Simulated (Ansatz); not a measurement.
The same path of AlH8NSSi2 (13 atoms, charge 0, multiplicity 1) was run twice with different band settings. The coordinate that changes most is the dihedral N1–Si2–Al3–H10.

All numbers below come from RKS BLYP/STO-3G in Ansatz.

Relaxed end points:

```xyz
13
Properties=species:S:1:pos:R:3
N -1.082 2.740 1.383
Si -0.896 1.398 0.144
Al 0.044 -0.655 0.737
Si 0.639 -2.272 -0.834
S 2.537 -1.931 -1.830
H -0.109 2.885 1.816
H -1.597 2.304 2.221
H -2.250 1.207 -0.376
H -0.144 2.022 -0.944
H 0.331 -0.941 2.203
H -0.388 -2.450 -1.865
H 0.800 -3.597 -0.241
H 2.136 -0.745 -2.398
```

```xyz
13
Properties=species:S:1:pos:R:3
N -0.301 2.301 -0.878
Si -1.055 1.524 0.603
Al -0.734 -0.739 1.087
Si 0.635 -2.142 -0.173
S 2.679 -1.469 -0.448
H -0.601 1.706 -1.720
H 0.748 2.070 -0.844
H -0.580 2.348 1.714
H -2.481 1.818 0.468
H -1.444 -1.325 2.297
H 0.054 -2.389 -1.498
H 0.791 -3.472 0.409
H 2.309 -0.265 -1.001
```

Common settings: movable images 7; climbing image yes; optimiser quadratic models (default); start path IDPP; force threshold 0.05 eV/Å; end points relaxed.

| run | spring | iteration limit |
| --- | --- | --- |
| 1 | 5.0 eV/Å² | 54 |
| 2 | 50.0 eV/Å² | 60 |

Q: What does each run give, and how far can it be trusted?

A: Run 1: converged after 10 iterations, highest image 0.038 eV above the first end. A vibrational analysis at the climbing image gives no mode beyond 40i cm⁻¹: the surface is too flat there to confirm a saddle point.
Run 2: converged after 10 iterations, highest image 0.038 eV above the first end. Another band between the same ends (7 images) ends at a top of the same energy, where a vibrational analysis finds no clearly imaginary modes.
Limits of this set-up: minimal basis.
